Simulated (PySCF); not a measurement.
C2H6AlCl, charge -1, doublet, geometry from GFN2-xTB (such geometries of metal compounds can be far from the true shape) (a state made from the parent by changing its charge; the spin is typed, not shown lowest) (in this run its highest filled SCF level lies above zero, so its values depend strongly on the basis, on diffuse functions most of all); PySCF with CCSD(T)/STO-3G.

The PySCF input:
```python
from pyscf import gto, scf, cc

mol = gto.Mole()
mol.atom = '''
    Al    0.36695933    0.42865496    0.48164830
    C     1.95692773   -0.65701044   -0.32656185
    H     1.69918177   -1.63745946   -0.75295763
    H     2.72486752   -0.85434747    0.43432235
    H     2.46903929   -0.10900111   -1.13062786
    C    -0.55205430   -0.90172387    1.80277609
    H    -0.81963055   -1.88313168    1.38472315
    H    -1.48285509   -0.49444891    2.22328960
    H     0.09686377   -1.11066967    2.66467236
    Cl   -1.05218698    0.58052645   -1.17306678
'''
mol.basis = 'sto-3g'
mol.charge = -1
mol.spin = 1
mol.verbose = 4
mol.build()

mf = scf.UHF(mol)
mf.kernel()

mycc = cc.CCSD(mf)
mycc.kernel()
et = mycc.ccsd_t()
print('E(CCSD(T)) = %.10f' % (mycc.e_tot + et))
```

It wrote (shortened):

```
PySCF version 2.14.0

[INPUT] verbose = 4
[INPUT] num. atoms = 10
[INPUT] num. electrons = 49
[INPUT] charge = -1
[INPUT] spin (= nelec alpha-beta = 2S) = 1
[INPUT] symmetry False subgroup None
[INPUT] Mole.unit = angstrom
[INPUT] Symbol           X                Y                Z      unit          X                Y                Z       unit  Magmom
[INPUT]  1 Al     0.366959330000   0.428654960000   0.481648300000 AA    0.693452632554   0.810040476336   0.910183375362 Bohr   0.0
[INPUT]  2 C      1.956927730000  -0.657010440000  -0.326561850000 AA    3.698057455267  -1.241569792580  -0.617112459231 Bohr   0.0
[INPUT]  3 H      1.699181770000  -1.637459460000  -0.752957630000 AA    3.210988181154  -3.094349919478  -1.422883704102 Bohr   0.0
[INPUT]  4 H      2.724867520000  -0.854347470000   0.434322350000 AA    5.149253338523  -1.614482733515   0.820750291277 Bohr   0.0
[INPUT]  5 H      2.469039290000  -0.109001110000  -1.130627860000 AA    4.665808048891  -0.205982245174  -2.136577004203 Bohr   0.0
[INPUT]  6 C     -0.552054300000  -0.901723870000   1.802776090000 AA   -1.043231432888  -1.704011154283   3.406753074014 Bohr   0.0
[INPUT]  7 H     -0.819630550000  -1.883131680000   1.384723150000 AA   -1.548877262827  -3.558603131692   2.616747511845 Bohr   0.0
[INPUT]  8 H     -1.482855090000  -0.494448910000   2.223289600000 AA   -2.802190002517  -0.934373022490   4.201408439594 Bohr   0.0
[INPUT]  9 H      0.096863770000  -1.110669670000   2.664672360000 AA    0.183045996693  -2.098861491161   5.035500972098 Bohr   0.0
[INPUT] 10 Cl    -1.052186980000   0.580526450000  -1.173066780000 AA   -1.988345224033   1.097035998566  -2.216774940025 Bohr   0.0

nuclear repulsion = 185.749027114652
number of shells = 22
number of NR pGTOs = 102
number of NR cGTOs = 34
basis = sto-3g
ecp = {}

******** <class 'pyscf.scf.uhf.UHF'> ********
method = UHF
initial guess = minao
damping factor = 0
level_shift factor = 0
DIIS = <class 'pyscf.scf.diis.CDIIS'>
diis_start_cycle = 1
diis_space = 8
diis_damp = 0
SCF conv_tol = 1e-09
SCF conv_tol_grad = None
SCF max_cycles = 50
direct_scf = True
direct_scf_tol = 1e-13
number electrons alpha = 25  beta = 24
Set gradient conv threshold to 3.16228e-05
init E= -771.273006202798

cycle= 1 E= -771.78832842974  delta_E= -0.515  |g|= 0.241  |ddm|= 2.52
cycle= 2 E= -771.845495863029  delta_E= -0.0572  |g|= 0.067  |ddm|= 0.527
cycle= 3 E= -771.852394487875  delta_E= -0.0069  |g|= 0.0279  |ddm|= 0.176
cycle= 4 E= -771.853932139122  delta_E= -0.00154  |g|= 0.0084  |ddm|= 0.109
cycle= 5 E= -771.854117250703  delta_E= -0.000185  |g|= 0.0038  |ddm|= 0.0352
cycle= 6 E= -771.854160656525  delta_E= -4.34e-05  |g|= 0.00118  |ddm|= 0.0203
cycle= 7 E= -771.854164311803  delta_E= -3.66e-06  |g|= 0.000398  |ddm|= 0.00573
cycle= 8 E= -771.85416467384  delta_E= -3.62e-07  |g|= 0.00015  |ddm|= 0.00156
cycle= 9 E= -771.854164726068  delta_E= -5.22e-08  |g|= 2.92e-05  |ddm|= 0.000684
cycle= 10 E= -771.854164727835  delta_E= -1.77e-09  |g|= 8.88e-06  |ddm|= 0.000108
cycle= 11 E= -771.85416472804  delta_E= -2.05e-10  |g|= 1.35e-06  |ddm|= 5e-05
Extra cycle  E= -771.854164728044  delta_E= -3.98e-12  |g|= 6.48e-07  |ddm|= 4.01e-06
converged SCF energy = -771.854164728044  <S^2> = 0.75123002  2S+1 = 2.0012296

******** <class 'pyscf.cc.uccsd.UCCSD'> ********
CC2 = 0
CCSD nocc = (np.int64(25), np.int64(24)), nmo = (34, 34)
max_cycle = 50
direct = 0
conv_tol = 1e-07
conv_tol_normt = 1e-06
diis_space = 6
diis_start_cycle = 0
diis_start_energy_diff = 1e+09
Init t2, MP2 energy = -0.132069113690152
Init E_corr(UCCSD) = -0.132069113690687
cycle = 1  E_corr(UCCSD) = -0.159441423805719  dE = -0.0273723101  norm(t1,t2) = 0.0660569
cycle = 2  E_corr(UCCSD) = -0.168538972152068  dE = -0.00909754835  norm(t1,t2) = 0.0257579
cycle = 3  E_corr(UCCSD) = -0.174153908671079  dE = -0.00561493652  norm(t1,t2) = 0.0110825
cycle = 4  E_corr(UCCSD) = -0.174168753418375  dE = -1.48447473e-05  norm(t1,t2) = 0.00165338
cycle = 5  E_corr(UCCSD) = -0.174162538212447  dE = 6.21520593e-06  norm(t1,t2) = 0.000410554
cycle = 6  E_corr(UCCSD) = -0.174164667118467  dE = -2.12890602e-06  norm(t1,t2) = 0.00017666
cycle = 7  E_corr(UCCSD) = -0.174162898608943  dE = 1.76850952e-06  norm(t1,t2) = 6.69354e-05
cycle = 8  E_corr(UCCSD) = -0.17416270043026  dE = 1.98178682e-07  norm(t1,t2) = 2.28412e-05
cycle = 9  E_corr(UCCSD) = -0.174162696496443  dE = 3.93381719e-09  norm(t1,t2) = 8.22374e-06
cycle = 10  E_corr(UCCSD) = -0.174162716987988  dE = -2.04915452e-08  norm(t1,t2) = 2.91734e-06
cycle = 11  E_corr(UCCSD) = -0.174162659565382  dE = 5.74226063e-08  norm(t1,t2) = 1.09738e-06
cycle = 12  E_corr(UCCSD) = -0.174162625290282  dE = 3.42750996e-08  norm(t1,t2) = 3.99803e-07
UCCSD converged
E(UCCSD) = -772.0283273533342  E_corr = -0.1741626252902824
UCCSD(T) correction = -0.00155124514546427
E(CCSD(T)) = -772.0298785985
```
